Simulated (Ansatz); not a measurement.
Pulling the pair apart

The pair of K⁺ (SMILES [K+], atom 1) and H₂O (SMILES O, atoms 2–4), both closed shells, in one local arrangement (a lower one may exist), relaxed at PBE0-D4/def2-TZVP:

```xyz
4
angstrom
K 0.2143 0.1503 -2.2487
O -0.0343 -0.0240 0.3596
H -0.8388 -0.1777 0.8655
H 0.6588 0.0513 1.0236
```

H₂O is shifted rigidly along the line between the mean atom positions of the two fragments (negative: closer). Counterpoise interaction energies in kcal/mol. Program: Ansatz 0.2.0. Basis: def2-TZVPPD. Cores are frozen in the correlated methods. The outer core shell of Li, Na, Mg and K is correlated. The def2 sets are not built for correlating such inner shells, so the correlated values are less sure here.

| shift (Å) | PBE0-D4 | PBE-D4 | wB97M-V |
| --- | --- | --- | --- |
| -0.26 | -14.92 | -14.29 | -14.77 |
| -0.13 | -16.97 | -16.46 | -16.89 |
| 0.00 | -17.53 | -17.15 | -17.46 |
| 0.13 | -17.26 | -16.97 | -17.15 |
| 0.32 | -16.25 | -16.07 | -15.99 |
| 0.66 | -14.03 | -13.98 | -13.26 |
| 1.31 | -9.67 | -9.57 | -9.03 |
| 2.63 | -5.04 | -4.91 | -4.86 |

Question: What does CCSD(T) give at these shifts? (An estimate is asked for; the value comes from the calculation.)

Answer: By the calculation: -13.27, -15.72, -16.54, -16.41, -15.44, -12.90, -8.84, -4.77 kcal/mol. For zero shift, CCSD(T) at an estimated basis limit (MP2 extrapolated from triple and quadruple zeta, plus CCSD(T) − MP2 in triple zeta) gives -17.52 kcal/mol. These are counterpoise interaction energies, counted from the two frozen fragments.

No T1 diagnostic of these runs exceeds 0.008.

For scale, one of the runs: CCSD(T)/def2-TZVPPD, 110 basis functions (an equivalent command: `ansatz run in.yaml --threads 2`). The run took about 3.1 s on 2 CPU threads (shared host).
